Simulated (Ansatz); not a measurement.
Frontier orbitals of trimethylsilanol (`C[Si](C)(C)O`).

The species carries charge 0 and has multiplicity 1. The structure was optimised at the PBE0-D4/def2-TZVP level. It is one conformer, not always the lowest. Basis def2-TZVPP, the Gaussian-basis code of Ansatz.

A caution on the coupled-cluster cation, which keeps the state that its UHF reference found: large T1 diagnostic of the cation.

Orbital energies of one run (eV). Highest occupied ones, from the top: -6.48, -6.92, -7.86, -8.08, -9.13, -9.29, -9.47, -9.71, -9.87, -9.97, -10.42, -12.90, -16.65, -16.66. Empty: 0.00, 0.82, 1.44, 1.45, 1.73, 2.05.

(1) Which functional gave them?
A. B97M-V
B. LC-ωPBE
C. r2SCANh
D. revPBE

Results:

(1) D. HOMO energies: revPBE -6.48, r2SCANh -7.39, LC-ωPBE -10.74, B97M-V -6.95 eV.

LC-ωPBE has ω = 0.4 bohr⁻¹.
